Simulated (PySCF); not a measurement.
Radial density of Cs¹⁶⁺ (caesium, charge +16)

r2SCAN, [Kr] 4d3, high-spin 4F determinant. All numbers are calculated (PySCF 2.14, scalar relativity by spin-free X2C-1e, in an even-tempered Gaussian basis (20 s from 0.68 bohr⁻², ratio 2.5; 15 p from 0.88 bohr⁻², ratio 2.5; 10 d from 0.88 bohr⁻², ratio 2.5; 4 f from 4.2 bohr⁻², ratio 2.7; 4 g from 6.4 bohr⁻², ratio 2.7)).

| r (bohr) | 4πr²ρ (e/bohr) | 4πr²(ρα − ρβ) |
| --- | --- | --- |
| 0.0278 | 65.32 | 0.0028 |
| 0.0467 | 69.01 | 0.0497 |
| 0.0786 | 93.27 | 0.4020 |
| 0.132 | 68.20 | 1.5014 |
| 0.222 | 78.13 | 1.3454 |
| 0.374 | 37.88 | 0.2977 |
| 0.629 | 23.39 | 5.2899 |
| 1.06 | 5.159 | 1.7463 |
| 1.78 | 0.01496 | 0.0107 |

Densities and radii are taken from the X2C orbitals without a picture-change correction, which distorts them close to the nucleus.

Spin-orbit coupling, absent here, splits the open shell strongly.
